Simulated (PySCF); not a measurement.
Species: C5H7FO2.
Numbering: `[CH3:1][O:2]/[C:3]([CH3:4])=[CH:5]\[C:6](=[O:7])[F:8]` (hydrogens: H9, H10, H11 on C1; H12, H13, H14 on C4; H15 on C5)

The same species was optimised twice, with GFN2-xTB and with PBE0-D3(BJ)/def2-SVP (PySCF), and the same property calculations (PySCF, gas phase) were run on both structures.

| coordinate | GFN2-xTB | PBE0-D3(BJ)/def2-SVP | change |
| --- | --- | --- | --- |
| C6–F8 (Å) | 1.386 | 1.355 | -0.031 |
| C5–C6 (Å) | 1.435 | 1.453 | +0.018 |
| C1–O2 (Å) | 1.410 | 1.405 | -0.005 |
| C3=C5 (Å) | 1.357 | 1.359 | +0.002 |
| O2–C3 (Å) | 1.332 | 1.330 | -0.002 |
| C6=O7 (Å) | 1.186 | 1.188 | +0.002 |
| C3–C4 (Å) | 1.496 | 1.494 | -0.002 |
| O7–C6–F8 (°) | 118.1 | 119.7 | +1.6 |
| C5–C6–O7 (°) | 132.2 | 130.6 | -1.6 |
| C3–C5–C6 (°) | 123.2 | 124.4 | +1.2 |
| O2–C3–C4 (°) | 120.2 | 119.1 | -1.1 |
| C1–O2–C3 (°) | 120.7 | 121.6 | +0.9 |
| O2–C3–C5 (°) | 118.9 | 119.6 | +0.7 |
| C4–C3–C5 (°) | 121.0 | 121.4 | +0.4 |
| C5–C6–F8 (°) | 109.7 | 109.7 | 0.0 |
| C1–O2–C3–C4 (°) | 0 | 3 | +3 |
| C3–C5–C6–O7 (°) | 0 | -2 | -2 |

Rotational constants: A = 4080, B = 1239, C = 961.9 MHz (GFN2-xTB) against A = 4091, B = 1227, C = 955.8 MHz (PBE0-D3(BJ)/def2-SVP). Atoms that the bonding makes alike are paired by their places after alignment.

On the GFN2-xTB structure: lowest singlet, TDDFT (eV) 5.33 [CAM-B3LYP/def2-SVPD]; lowest triplet, Tamm–Dancoff (eV) 3.50 [CAM-B3LYP/def2-SVPD]; isotropic polarisability (au) 72.4 [CAM-B3LYP/def2-SVPD]; HOMO (eV) -8.57 [CAM-B3LYP/def2-SVPD]; LUMO (eV) -0.15 [CAM-B3LYP/def2-SVPD]; dipole (D) 6.77 [CAM-B3LYP/def2-SVPD]; HOMO (eV) -7.19 [PBE0/pcSseg-1]; LUMO (eV) -1.13 [PBE0/pcSseg-1]; dipole (D) 6.76 [PBE0/pcSseg-1]; GIAO shielding of C1 (ppm) 131.0 [PBE0/pcSseg-1]; GIAO shielding of O2 (ppm) 177.0 [PBE0/pcSseg-1]; GIAO shielding of C3 (ppm) 5.3 [PBE0/pcSseg-1]; GIAO shielding of C4 (ppm) 166.9 [PBE0/pcSseg-1]; GIAO shielding of C5 (ppm) 91.0 [PBE0/pcSseg-1]; GIAO shielding of C6 (ppm) 25.3 [PBE0/pcSseg-1]; GIAO shielding of O7 (ppm) -90.9 [PBE0/pcSseg-1]; GIAO shielding of F8 (ppm) 125.7 [PBE0/pcSseg-1].

Q: What do these properties become on the PBE0-D3(BJ)/def2-SVP structure?

A: 
```csv
property,level,on GFN2-xTB,on PBE0-D3(BJ)/def2-SVP,change
"lowest singlet, TDDFT (eV)",CAM-B3LYP/def2-SVPD,5.33,5.36,+0.03
"lowest triplet, Tamm–Dancoff (eV)",CAM-B3LYP/def2-SVPD,3.50,3.50,0.00
isotropic polarisability (au),CAM-B3LYP/def2-SVPD,72.4,73.0,+0.6
HOMO (eV),CAM-B3LYP/def2-SVPD,-8.57,-8.50,+0.07
LUMO (eV),CAM-B3LYP/def2-SVPD,-0.15,-0.10,+0.05
dipole (D),CAM-B3LYP/def2-SVPD,6.77,6.48,-0.29
"energy, GFN2-xTB geometry as zero (kcal/mol)",CAM-B3LYP/def2-SVPD,0.0,-0.4,-0.4
HOMO (eV),PBE0/pcSseg-1,-7.19,-7.13,+0.06
LUMO (eV),PBE0/pcSseg-1,-1.13,-1.08,+0.05
dipole (D),PBE0/pcSseg-1,6.76,6.47,-0.29
"energy, GFN2-xTB geometry as zero (kcal/mol)",PBE0/pcSseg-1,0.0,-0.2,-0.2
GIAO shielding of C1 (ppm),PBE0/pcSseg-1,131.0,130.2,-0.8
GIAO shielding of O2 (ppm),PBE0/pcSseg-1,177.0,178.4,+1.4
GIAO shielding of C3 (ppm),PBE0/pcSseg-1,5.3,6.8,+1.5
GIAO shielding of C4 (ppm),PBE0/pcSseg-1,166.9,165.4,-1.5
GIAO shielding of C5 (ppm),PBE0/pcSseg-1,91.0,89.3,-1.7
GIAO shielding of C6 (ppm),PBE0/pcSseg-1,25.3,25.3,0.0
GIAO shielding of O7 (ppm),PBE0/pcSseg-1,-90.9,-89.6,+1.3
GIAO shielding of F8 (ppm),PBE0/pcSseg-1,125.7,138.6,+12.9
```

The heavy atoms differ by 0.028 Å rms after alignment. Among bonds between heavy atoms C6–F8 changes most (-0.031 Å). Changes are differences of the printed values. Neither structure is proved a minimum here.

The values belong to the conformer `[CH3:1][O:2]/[C:3]([CH3:4])=[CH:5]\[C:6](=[O:7])[F:8]`: C1–O2–C3–C4 3°, C3–C5–C6–O7 -2°.
